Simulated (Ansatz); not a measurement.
C4H9Al can be A, `C=[CH][Al]([CH3])[CH3]`, or B, `C=C[CH2][AlH][CH3]`.

Program: Ansatz. Geometries: PBE0-D4/def2-TZVP. ΔE: electronic, gas phase. CCSD(T)/CBS adds triple-zeta CCSD(T) − MP2 to the extrapolated MP2 energy (def2 sets, frozen cores). Functionals use def2-TZVPP. One conformer a species, not always the lowest.

Question: Which isomer does CCSD(T)/CBS put lower? Give the gap. (An estimate is asked.)

Answer: The calculation gave: A, by 32.6 kJ/mol.

Question: Give E(B) − E(A) in kJ/mol with B2PLYP, MP2/def2-TZVPP, PBE0-D4, CCSD(T)/def2-TZVPP, r2SCAN-D4, BLYP-D4, CCSD/def2-TZVPP. (An estimate is asked.)

Answer: Computed: B2PLYP 34.4, MP2/def2-TZVPP 25.2, PBE0-D4 16.6, CCSD(T)/def2-TZVPP 31.8, r2SCAN-D4 15.6, BLYP-D4 33.1, CCSD/def2-TZVPP 36.6. None reverses the order clearly.

Largest T1 diagnostic: 0.012.

In def2-TZVPP, CCSD(T) changes the Hartree–Fock value by −21.9 kJ/mol (the triples alone add −4.8 kJ/mol) and MP2 by −28.4 kJ/mol. At CCSD(T), def2-SVP lies −5.0 kJ/mol from the extrapolated value and def2-TZVPP −0.8 kJ/mol.
